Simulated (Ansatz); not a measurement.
Breaking a bond: LiNa, singlet.

- RKS-PBE = restricted PBE/aug-cc-pVQZ in Ansatz (a quantum-chemistry and plane-wave program)
- UKS-PBE = unrestricted PBE/aug-cc-pVQZ (Ansatz)
- UKS-PBE0 = unrestricted PBE0/aug-cc-pVQZ (Ansatz)
- FCI = full CI/aug-cc-pVQZ, frozen core (Ansatz)

Energies relative to the lowest point of each curve near equilibrium, in kJ/mol; the last columns give the error against full CI:

| R / Å | RKS-PBE | UKS-PBE | UKS-PBE0 | FCI | RKS-PBE − FCI | UKS-PBE − FCI | UKS-PBE0 − FCI |
|---|---|---|---|---|---|---|---|
| 2.34 | 27.9 | 27.9 | 29.6 | 32.6 | -4.7 | -4.7 | -3.0 |
| 2.52 | 11.6 | 11.6 | 12.4 | 14.4 | -2.9 | -2.9 | -2.0 |
| 2.61 | 6.5 | 6.5 | 7.0 | 8.5 | -2.0 | -2.0 | -1.5 |
| 2.76 | 1.5 | 1.5 | 1.7 | 2.4 | -0.9 | -0.9 | -0.7 |
| 2.79 | 0.9 | 0.9 | 1.1 | 1.7 | -0.7 | -0.7 | -0.6 |
| 2.93 | 0.0 | 0.0 | 0.0 | 0.0 | 0.0 | 0.0 | 0.0 |
| 3.02 | 0.6 | 0.6 | 0.6 | 0.3 | 0.4 | 0.4 | 0.3 |
| 3.08 | 1.4 | 1.4 | 1.5 | 0.9 | 0.5 | 0.5 | 0.6 |
| 3.29 | 6.5 | 6.5 | 6.7 | 5.4 | 1.1 | 1.1 | 1.3 |
| 3.34 | 8.1 | 8.1 | 8.4 | 6.9 | 1.2 | 1.2 | 1.5 |
| 3.64 | 19.6 | 19.6 | 20.1 | 17.8 | 1.8 | 1.8 | 2.3 |
| 3.91 | 31.3 | 30.9 | 30.6 | 28.9 | 2.4 | 2.0 | 1.7 |
| 4.39 | 52.1 | 48.6 | 46.6 | 47.6 | 4.5 | 1.0 | -1.0 |
| 4.84 | 69.5 | 60.9 | 57.3 | 61.1 | 8.4 | -0.2 | -3.8 |
| 5.36 | 86.0 | 70.1 | 65.0 | 71.4 | 14.6 | -1.3 | -6.3 |
| 5.83 | 97.6 | 74.7 | 69.0 | 76.7 | 20.9 | -2.0 | -7.7 |
| 6.36 | 107.4 | 77.3 | 71.1 | 79.9 | 27.5 | -2.6 | -8.8 |
| 7.20 | 117.4 | 78.6 | 72.3 | 82.1 | 35.4 | -3.5 | -9.8 |
| 8.00 | 122.7 | 78.9 | 72.5 | 82.8 | 39.9 | -3.9 | -10.2 |
| 8.83 | 125.5 | 79.0 | 72.6 | 83.1 | 42.5 | -4.1 | -10.5 |

RKS-PBE is furthest from FCI at 8.83 (42.5 kJ/mol, above); its mean absolute error over the points is 10.6 kJ/mol.

UKS-PBE is furthest from FCI at 2.34 (-4.7 kJ/mol, below); its mean absolute error over the points is 1.8 kJ/mol.

UKS-PBE0 is furthest from FCI at 8.83 (-10.5 kJ/mol, below); its mean absolute error over the points is 3.7 kJ/mol.

The restricted form behind RKS-PBE keeps the bonding electrons paired and can't separate into open-shell fragments. The unrestricted determinant behind UKS-PBE is spin-contaminated at 3.91 to 8.83 Å (<S²> up to 1.0, against 0.00 for a pure singlet). The unrestricted determinant behind UKS-PBE0 is spin-contaminated at 3.64 to 8.83 Å (<S²> up to 1.0, against 0.00 for a pure singlet).
